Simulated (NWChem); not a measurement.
Species: BBr₂, doublet; SMILES Br[B]Br

All runs: NWChem. Spin-unrestricted. In the optimisation the excess spin sits in a1 (C2v, its own frame). No stability test was run on the SCF state. Level PBE/def2-SVP: optimisations from one semi-empirical or force-field start; each run changes one setting, and all end within 0.3 mHa of each other.

```json
[
 {"setting": "redundant internal coordinates, default thresholds", "optimisation steps": "4"},
 {"setting": "trust radius 0.05", "optimisation steps": "3"},
 {"setting": "symmetry off", "optimisation steps": "4"},
 {"setting": "no line search", "optimisation steps": "5"},
 {"setting": "tight thresholds", "optimisation steps": "6"}
]
```
